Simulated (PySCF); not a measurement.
`O[C@H]1CC=C1[C@H](F)Cl`, C$_{5}$H$_{6}$ClFO

Molfile (atoms numbered from 1):
```
C5H6ClFO
     RDKit          3D

 14 14  0  0  0  0  0  0  0  0999 V2000
   -0.8242    1.2354    1.5516 O   0  0  0  0  0  0  0  0  0  0  0  0
   -0.5650    0.0010    0.9648 C   0  0  1  0  0  0  0  0  0  0  0  0
   -1.5883   -0.5533   -0.0777 C   0  0  0  0  0  0  0  0  0  0  0  0
   -0.4366   -0.5607   -1.0442 C   0  0  0  0  0  0  0  0  0  0  0  0
    0.4414   -0.0566   -0.1742 C   0  0  0  0  0  0  0  0  0  0  0  0
    1.8719    0.3086   -0.2070 C   0  0  2  0  0  0  0  0  0  0  0  0
    2.3039    0.5527   -1.4730 F   0  0  0  0  0  0  0  0  0  0  0  0
    2.8550   -1.0504    0.4596 Cl  0  0  0  0  0  0  0  0  0  0  0  0
   -1.0365    1.8760    0.8625 H   0  0  0  0  0  0  0  0  0  0  0  0
   -0.3520   -0.6846    1.7869 H   0  0  0  0  0  0  0  0  0  0  0  0
   -2.3902    0.1420   -0.3205 H   0  0  0  0  0  0  0  0  0  0  0  0
   -2.0132   -1.5272    0.1551 H   0  0  0  0  0  0  0  0  0  0  0  0
   -0.3682   -0.8743   -2.0689 H   0  0  0  0  0  0  0  0  0  0  0  0
    2.1012    1.1908    0.4029 H   0  0  0  0  0  0  0  0  0  0  0  0
  1  2  1  0
  2  3  1  0
  3  4  1  0
  4  5  2  0
  5  6  1  0
  6  7  1  0
  6  8  1  0
  5  2  1  0
  1  9  1  0
  2 10  1  1
  3 11  1  0
  3 12  1  0
  4 13  1  0
  6 14  1  1
M  END
```

Theory: PySCF 2.14.0, TDDFT B3LYP/def2-SVPD circular dichroism and optical rotation, one conformer, gas phase. Geometry: GFN2-xTB.

The molecule is flexible and this is one conformer; a measurement averages over conformers. States above about 7.6 eV (minus the energy of the highest occupied orbital) lie near or above the ionisation threshold and depend on the basis.

Draw the ECD and absorption spectra from the lowest 12 states, each a Gaussian of half-width 0.3 eV at 1/e height.


| E (eV) | λ (nm) | Δε (L mol⁻¹ cm⁻¹) | ε (L mol⁻¹ cm⁻¹) |
| --- | --- | --- | --- |
| 5.02 | 247 | -0.19 | 83.2 |
| 5.17 | 240 | -0.80 | 343 |
| 5.32 | 233 | -2.00 | 863 |
| 5.47 | 227 | -2.98 | 1370 |
| 5.62 | 221 | -2.38 | 1650 |
| 5.77 | 215 | +0.37 | 2610 |
| 5.92 | 210 | +5.25 | 5350 |
| 6.07 | 204 | +11.05 | 8390 |
| 6.22 | 199 | +13.34 | 8590 |
| 6.37 | 195 | +7.24 | 6060 |
| 6.52 | 190 | -6.14 | 4150 |
| 6.67 | 186 | -19.41 | 4350 |
| 6.82 | 182 | -23.49 | 4920 |
| 6.97 | 178 | -13.44 | 4370 |
| 7.12 | 174 | +4.40 | 3570 |
| 7.27 | 171 | +15.53 | 3420 |
| 7.42 | 167 | +11.76 | 3510 |
| 7.57 | 164 | +0.82 | 3530 |

Δε uses R in velocity form, ε uses f in length form. Only the states computed contribute, so the short-wavelength end is incomplete.
